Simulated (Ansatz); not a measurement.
Reaction (redistribution): `N[Si](O)(Cl)Br` + `COB(F)S` → `CO[Si](O)(Cl)Br` + `NB(F)S`

Program: Ansatz. Geometries: PBE0-D4/def2-TZVP. ΔE: electronic, gas phase. CCSD(T)/CBS is the MP2 limit (def2-TZVPP, def2-QZVPP) plus CCSD(T) − MP2 in def2-TZVPP, frozen cores. This one scheme is used for every species. For Br outer-core shells are correlated without core-valence functions, which leaves a few kJ/mol of doubt a bond. Scalar relativity is left out up to krypton. Each species was taken in one conformer, which may not be the lowest.

```json
{"species": "`N[Si](O)(Cl)Br`", "CCSD(T)/CBS(def2) energy (Eh)": "-3454.05781"}
{"species": "`COB(F)S`", "CCSD(T)/CBS(def2) energy (Eh)": "-638.12533"}
{"species": "`CO[Si](O)(Cl)Br`", "CCSD(T)/CBS(def2) energy (Eh)": "-3513.18483"}
{"species": "`NB(F)S`", "CCSD(T)/CBS(def2) energy (Eh)": "-579.00738"}
```

Problem. Work out ΔE.

Solution. ΔE = (-3513.18483) + (-579.00738) − (-3454.05781) − (-638.12533) = -0.00907 Eh = -5.7 kcal/mol.

Largest T1 diagnostic among the species: 0.012.
